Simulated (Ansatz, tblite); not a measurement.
Removing and adding an electron: `c1cc2c1cc1ccc3cc4ccc2c1c34`. Charge 0, multiplicity 1. Geometry: r2SCAN-D4/def2-SVP. Ansatz, gas phase; energy differences of separate SCF runs; the oxidised species was run as a doublet alone; the reduced species was run as a doublet alone.

The xTB rows come from tblite.

```tsv
level	−HOMO (eV)	vertical IE (eV)	−LUMO (eV)	vertical EA (eV)	HOMO–LUMO gap (eV)	IE − EA (eV)	remarks
GFN1-xTB	10.20	12.47	9.08	6.80	1.11	5.67	–
GFN2-xTB	9.31	11.65	8.19	5.84	1.11	5.82	–
PBE-D4/def2-SVP	4.38	6.56	3.14	1.07	1.24	5.50	HOMO above zero (-1 doublet)
PBE0-D4/def2-SVP	5.06	6.54	2.53	1.17	2.53	5.37	HOMO above zero (-1 doublet)
```

Relaxing the oxidised species (r2SCAN-D4/def2-SVP) changes its energy by -0.11 eV at PBE-D4/def2-SVP, so the adiabatic ionisation energy to this nearest minimum is 6.45 eV. At PBE0-D4/def2-SVP it is 6.41 eV.     A HOMO above zero means that the electron is unbound at that level or that self-interaction error raises the level; the energy of removing that electron tells which. Raw xTB energy differences between charge states are shifted by several eV; the methods need an empirical correction for them. Sets without diffuse functions give affinities that are too small.
